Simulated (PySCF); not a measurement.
A side-by-side comparison of computed properties.

First species: HCF2CH2OH, C2H4F2O.
SMILES: `OCC(F)F`

Second species: C3H10O2SSi3.
InChI=1S/C3H10O2SSi3/c1-3-6(4)2-8(7)9(3)5/h5,8-9H,1-2H2,7H3/t6-,8+,9-/m0/s1

Levels: PBE0/pcSseg-1 for HOMO energy, LUMO energy and HOMO–LUMO gap. Geometries: GFN2-xTB. All species are isolated and taken at one optimised geometry, non-relativistic unless stated. Electronic properties by PySCF.

The conformers computed, where there is a choice (atom-mapped SMILES and torsion angles):
- `[OH:1][CH2:2][CH:3]([F:4])[F:5]`: O1–C2–C3–F4 69°, H–O1–C2–C3 -63°

The conformers of `C=C1[Si@@H](O)[Si@@H]([SiH3])C[S@@]1=O` aren't listed.

```tsv
property	column X	column Y
HOMO energy	-8.41 eV	-6.83 eV
LUMO energy	1.32 eV	-1.11 eV
HOMO–LUMO gap	9.73 eV	5.72 eV
```

(1) Which column belongs to which species?

(2) How does each property change from the first species to the second?

Results:

(1) Column X is the first species and column Y the second. The first has 9 atoms and 42 electrons, the second 19 and 102.

(2) HOMO energy +1.58 eV; LUMO energy -2.43 eV; HOMO–LUMO gap -4.01 eV.

